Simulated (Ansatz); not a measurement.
Ansatz results at the PBE0-D4/def2-TZVP geometry: size of the dipole moment (PBE/def2-TZVPP) 2.92 D; LUMO energy (ωB97M-V/def2-TZVPP) -0.29 eV; HOMO energy (ωB97M-V/def2-TZVPP) -9.04 eV.

Each molecule was computed in one conformer, which needn't be the lowest.

Which molecule gave them?
A. `[OH][Zr]([F])([Cl])[SeH]`
B. `C#[C][Zr]([OH])([F])[Cl]`
C. `C[S][Zr]([S]C)([S]C)[S]C`
D. `[NH2][Zr]([NH2])([OH])[OH]`

C. The others give `C#[C][Zr]([OH])([F])[Cl]`: 2.54, 0.04, -10.58; `[OH][Zr]([F])([Cl])[SeH]`: 2.42, 0.37, -9.48; `[NH2][Zr]([NH2])([OH])[OH]`: 0.36, 0.81, -9.09.
